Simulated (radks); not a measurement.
Results of a calculation; reference values are marked as such.
Xe XVII, 38 electrons, occupied as [Kr] 4d2. Level of theory: scalar-relativistic Kohn-Sham, PBEsol, spin-polarised, spherical densities, finite nucleus; open shells are filled with parallel spins first (spin-orbit coupling, left out, can overturn this in heavy ions); Fermi nuclear charge, rms radius 4.7859 fm (a radial shooting solver on a logarithmic mesh with Libxc functionals).

Normalised radial functions P(r) = r R(r), r in bohr:

| r | 3d up | 4s up |
|---|---|---|
| 0.001802 | 0.0000 | 0.1204 |
| 0.002346 | 0.0001 | 0.1486 |
| 0.003055 | 0.0002 | 0.1816 |
| 0.003977 | 0.0004 | 0.2188 |
| 0.005179 | 0.0008 | 0.2588 |
| 0.006744 | 0.0017 | 0.2985 |
| 0.008781 | 0.0034 | 0.3322 |
| 0.01143 | 0.0071 | 0.3509 |
| 0.01489 | 0.0144 | 0.3421 |
| 0.01939 | 0.0290 | 0.2902 |
| 0.02525 | 0.0570 | 0.1802 |
| 0.03287 | 0.1091 | 0.0054 |
| 0.0428 | 0.2018 | -0.2192 |
| 0.05574 | 0.3571 | -0.4421 |
| 0.07258 | 0.5976 | -0.5688 |
| 0.0945 | 0.9321 | -0.4852 |
| 0.1231 | 1.3324 | -0.1300 |
| 0.1602 | 1.7110 | 0.4022 |
| 0.2086 | 1.9280 | 0.8139 |
| 0.2739 | 1.8455 | 0.7248 |
| 0.3566 | 1.4522 | 0.0230 |
| 0.4643 | 0.9002 | -0.9111 |
| 0.6046 | 0.4157 | -1.4419 |
| 0.7873 | 0.1320 | -1.2550 |
| 1.025 | 0.0259 | -0.6704 |
| 1.335 | 0.0027 | -0.2115 |
| 1.738 | 0.0001 | -0.0356 |
| 2.263 | 0.0000 | -0.0027 |
| 2.947 | 0.0000 | -0.0001 |
| 3.838 | 0.0000 | 0.0000 |

3d up: eigenvalue -1032.4 eV, 0 radial nodes, <r> = 0.278 bohr, 90 % of the charge inside 0.436 bohr. 4s up: eigenvalue -539.33 eV, 3 radial nodes at r = 0.0331, 0.132, 0.359 bohr, <r> = 0.673 bohr, 90 % of the charge inside 0.957 bohr.
